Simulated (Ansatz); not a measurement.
`C=[N][InH2]` + `O[SiH3]` → `[SiH3][O][InH2]` + `C=N` at 400 K and 1 bar (ligand exchange at the In–N bond).

Gas-phase electronic energies from Ansatz, PBE0-D4/def2-TZVP geometries. CBS: MP2 limit from def2 TZ/QZ plus the TZ coupled-cluster correction, frozen cores. This one scheme is used for every species. Elements past krypton have def2 core potentials. For In outer-core shells are correlated without core-valence functions, which leaves a few kJ/mol of doubt a bond.

| species | CCSD(T)/CBS energy (Eh) | H − E (kJ/mol) | S (J/(mol·K)) |
| --- | --- | --- | --- |
| `C=[N][InH2]` | -284.90922 | 131.7 | 335.8 |
| `O[SiH3]` | -366.69042 | 120.0 | 276.4 |
| `[SiH3][O][InH2]` | -557.10255 | 136.8 | 374.6 |
| `C=N` | -94.52360 | 119.4 | 238.9 |

H − E and S are ideal-gas, rigid-rotor, harmonic terms from PBE0-D4/def2-TZVP. 1 Eh = 2625.50 kJ/mol, R = 8.31446 J/(mol·K).

Q: By hand: ΔE, ΔH, ΔS and ΔG.

A: ΔE = (-557.10255) + (-94.52360) − (-284.90922) − (-366.69042) = -0.02651 Eh = -69.6 kJ/mol. Δ(H − E) = 136.8 + 119.4 − 131.7 − 120.0 = 4.5, so ΔH = -65.1 kJ/mol. ΔS = 374.6 + 238.9 − 335.8 − 276.4 = 1.3 J/(mol·K). ΔG = -65.1 − 400 × (1.3)/1000 = -65.6 kJ/mol.

Q: By hand: the equilibrium constant, and the temperature at which ΔG would vanish if ΔH and ΔS stayed fixed.

A: log₁₀ K = −ΔG/(RT ln 10) = 8.6. ΔH and −TΔS have one sign here, so there is no such temperature. One of them is within its doubt of zero, so this could turn.

The number of gas molecules stays the same, so ΔS is small and ΔH decides. A doubt of 5 kJ/mol in ΔE shifts log₁₀ K by 0.7 here. Modes under 60 cm⁻¹, often nearly free rotors, make the harmonic entropy too high. These are equilibria of isolated gas molecules and say nothing of rates. Largest T1 diagnostic: 0.015 (customary marks: 0.02 for closed shells, 0.045 for open ones).
